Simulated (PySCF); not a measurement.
A structure optimised at PBE-D3(BJ)/def2-SVP, used in a PySCF frequency run:

```
C
O 1 1.2271
O 1 1.3491 2 119.80
C 1 1.5022 2 125.86 3 180.00
H 4 1.1032 1 110.06 2 0.00
H 4 1.1082 5 110.28 1 -121.15
H 4 1.1082 5 110.28 6 -117.69
Si 3 1.7409 1 109.01 2 0.00
F 8 1.6333 3 101.49 1 180.00
H 8 1.4899 9 107.39 3 116.51
H 8 1.4899 10 117.28 9 -120.93
```
Charge 0, spin multiplicity 1.

Problem. Write its SMILES, formula and point group.

Solution. CC(=O)O[SiH2]F, C2H5FO2Si, Cs

Problem. What are its rotational constants (standard atomic weights)?

Solution. 7.8121, 1.6206, 1.3777 GHz
